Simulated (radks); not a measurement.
Question: O5+, configuration 1s1.75 2s1 3s0.25 (fractional occupations, a model configuration). All-electron calculation, Dirac Kohn-Sham, PBE, spin-unpolarised, spherical densities, point nucleus. Program: a radial shooting solver on a logarithmic mesh with Libxc functionals.

Spin-orbit splittings of the eigenvalues, e(l+1/2) - e(l-1/2), with zeta = 2 splitting/(2l+1) and mean radii in bohr:

shell  occ.  splitting (eV)  zeta (eV)  <r> j=l-1/2  <r> j=l+1/2
2p        0         0.09594    0.06396       0.7774       0.7782
3d        0        0.005821   0.002328        1.797        1.797
4f        0               ?          ?        3.205        3.206

Estimate the 4f splitting.

Answer: 0.0009681 eV (zeta = 0.0002766 eV).
